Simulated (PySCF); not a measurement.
W(S)2(Cl)(NH2) (ClH₂NS₂W), SMILES [NH2][W](=[S])([Cl])=[S], multiplicity 1.

Geometry: PBE0-D3(BJ)/def2-SVP. The multiplicity is an assumed one; no other spin state was optimised. The structure was generated by enumeration; whether it is a known compound was not checked. The def2 effective core potentials stand for the cores of W; spin–orbit coupling is left out. One conformer was computed; it need not be the lowest.

The numbers are results of PBE0-D3(BJ)/def2-SVP (PySCF 2.14.0), not measurements.

Frequencies are harmonic and unscaled.

Computed harmonic wavenumbers and intensities:
| mode | ν (cm⁻¹) | IR (km/mol) | moving atoms (share of kinetic energy) |
|---|---|---|---|
| 1 | 136 | 1.4 | S 38 %, Cl 34 %, W 21 % |
| 2 | 136 | 0.0 | Cl 47 %, S 41 %, W 11 % |
| 3 | 174 | 1.7 | S 76 %, W 13 % |
| 4 | 182 | 4.1 | N 48 %, S 27 %, H 14 % |
| 5 | 209 | 7.2 | N 51 %, S 23 %, H 20 % |
| 6 | 383 | 6.7 | H 97 % |
| 7 | 401 | 41.0 | Cl 81 %, W 17 % |
| 8 | 557 | 60.5 | S 73 %, W 18 % |
| 9 | 557 | 136.7 | H 72 %, N 21 % |
| 10 | 560 | 62.3 | S 81 %, W 12 % |
| 11 | 672 | 11.3 | H 77 %, N 16 % |
| 12 | 733 | 62.5 | N 76 %, H 15 %, W 8 % |
| 13 | 1500 | 50.9 | H 89 %, N 11 % |
| 14 | 3569 | 181.8 | H 96 % |
| 15 | 3675 | 65.8 | H 91 %, N 9 % |
